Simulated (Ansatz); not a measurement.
A made-up structure of GaH₄O (charge +1), closed shell:

O1  (0.002, -1.026, 0.143)
Ga2  (-0.002, 1.198, -0.167)
H3  (0.003, -1.524, 1.105)
H4  (0.003, -1.767, -0.647)
H5  (-0.003, 1.328, -1.877)
H6  (-0.003, 1.791, 1.442)
(Å)

It is relaxed with PBE-D4/def2-SVP and then PBE0-D4/def2-TZVP (Ansatz 0.2.0). Atoms count as bonded within 1.22 times the sum of their covalent radii (H–H: 0.88 Å). The end point is not checked to be a true minimum.

Does its bonding change? (Judge from chemistry; the calculation decides.)

Computed: No: no bond forms or breaks.

Where it ends: The first stage lowers the energy by 0.90 eV in 6 steps. It ends as GaH₄O ([OH2][GaH2]), total charge +1:
O1  (0.002, -0.916, 0.128)
Ga2  (-0.002, 1.069, -0.149)
H3  (0.003, -1.360, 0.987)
H4  (0.003, -1.578, -0.577)
H5  (-0.002, 1.186, -1.676)
H6  (-0.002, 1.599, 1.288)
(Å)

Labels in which every atom is bracketed show which atoms are joined, not bond orders.

For scale, one of the runs: PBE0-D4/def2-TZVP relaxation, 103 basis functions, launched by `ansatz run in.yaml --threads 2 --pin off --events-out ev --progress --plain --max-ram 4352MiB`. The run took about 7 s on 2 CPU threads of an Arm Neoverse V2 (shared host).
